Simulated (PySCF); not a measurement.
Molecule: `C1(B)=CC1`, C3H5B.

Numbering as in the mapped SMILES `[BH2:1][C:2]1=[CH:3][CH2:4]1`; H(Xn) means a hydrogen on atom n.

Spin–spin couplings on one PBE0-D3(BJ)/def2-SVP geometry, PySCF 2.14.0 with density-fitted response routines, gas phase, non-relativistic, equivalent pairs averaged; isotopes ¹³C, ¹H, ¹¹B; basis pcJ-1.

Q: How do the couplings (Hz) change with the functional? Times are CPU seconds on 1 thread of an Arm Neoverse V1, shared host.

A: 
```tsv
functional	functions	¹J(C3,H(C3))	¹J(C4,H(C4))	¹J(B1,H(B1))	¹J(B1,C2)	¹J(C2,C3)	¹J(C2,C4)	¹J(C3,C4)	core-s
LDA	158	199.2	141.6	109.9	72.1	46.2	-9.0	6.3	8.5
PBE	158	228.0	166.0	133.6	85.0	55.9	-5.7	13.3	14
KT2	158	247.9	179.1	140.0	70.2	44.3	-10.5	5.1	15
B3LYP	158	244.1	180.0	143.3	91.5	62.1	-0.7	17.7	13
PBE0	158	233.9	170.6	135.9	89.4	63.8	-3.2	18.2	16
B97-2	158	224.5	164.0	138.2	93.8	60.7	-2.7	17.9	16
BHandHLYP	158	262.2	192.0	151.6	101.5	81.2	1.1	27.4	17
CAM-B3LYP	158	243.2	177.3	140.8	91.7	65.9	-2.4	19.7	20
``` Left out for a near triplet instability: HF/pcJ-1.
